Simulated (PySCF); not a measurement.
Bonds (- single, = double, # triple, : aromatic): C1=C2, C2-F3, C2-N4, N4-C5, C5=O6, C5-C7, C7-C8. C1 carries H9, H10; N4 carries H11; C7 carries H12, H13; C8 carries H14, H15, H16. H10 is cis to F3; H9 is trans to F3.

Non-relativistic Hamiltonian, rapidly exchanging positions averaged, isolated molecule, a single conformation. NMR shieldings at PBE0/pcSseg-1/GIAO; GFN2-xTB structure; PySCF.

Shifts are taken against calculated references (same method and geometry level): 13C and 1H against TMS; 19F vs CFCl3; NH3 for 15N; 17O vs H2O.

```
      atoms  nucleus  count  Hirshfeld charge  δ (ppm)
         O6      17O      1             -0.24    452.5
         C1      13C      1             -0.16     78.2
         N4      15N      1             -0.10    155.1
         C5      13C      1              0.19    171.2
        H10       1H      1              0.05        ?
         H9       1H      1              0.04     5.57
         C7      13C      1             -0.07        ?
         C2      13C      1              0.13    161.0
    H12/H13       1H      2              0.05        ?
H14/H15/H16       1H      3              0.04     1.22
         C8      13C      1             -0.12     10.0
         F3      19F      1             -0.09    -98.3
        H11       1H      1              0.14        ?
```

Problem. Estimate the values marked ?.

Solution. 
- C7: 32.5 ppm, sp3 CH2 α to a carbonyl; the adjacent C=O deshields it moderately
- H11: 6.15 ppm, hydrogen on an amide-type nitrogen; exchangeable; this is the value without hydrogen bonding to other molecules
- H10: 4.43 ppm, hydrogen on a β carbon of an enol-ether or enamine type C=C; lone-pair donation from O or N shields it, upfield of ordinary alkene protons
- H12/H13: 2.21 ppm, hydrogen on an sp3 CH2 α to a carbonyl; α to C=O

OH/NH shifts are gas-phase values; hydrogen bonding in solution moves them, usually downfield. Shifts are as computed. Against solution values, carbons near 30 ppm lie about +3 ppm off and those near 130 ppm about +5 ppm. Of 1313 compounds with measured shifts, 239 miss one by over three times the rms of a fit or turn the order of signals round; such compounds aren't used in these exercises. Hydrogen bonding in solution shields acid and N–H amide carbonyl oxygens by tens of ppm. Hydrogen bonding in solution deshields acid and N–H amide carbonyl carbons by as much as 10 ppm beyond these values. Unscaled 19F shifts against computed CFCl3 carry errors that often reach 10 to 50 ppm. Unscaled 17O shifts of doubly bonded oxygen tend to come out too high, by tens of ppm or more. Experimental scales use liquid or dissolved standards, which lie at an offset from isolated NH3 (liquid NH3: subtract about 20 ppm) and H2O (liquid H2O: subtract about 36 ppm). Unscaled 15N shifts of sp2 nitrogen come out 20 to 40 ppm too high even then.
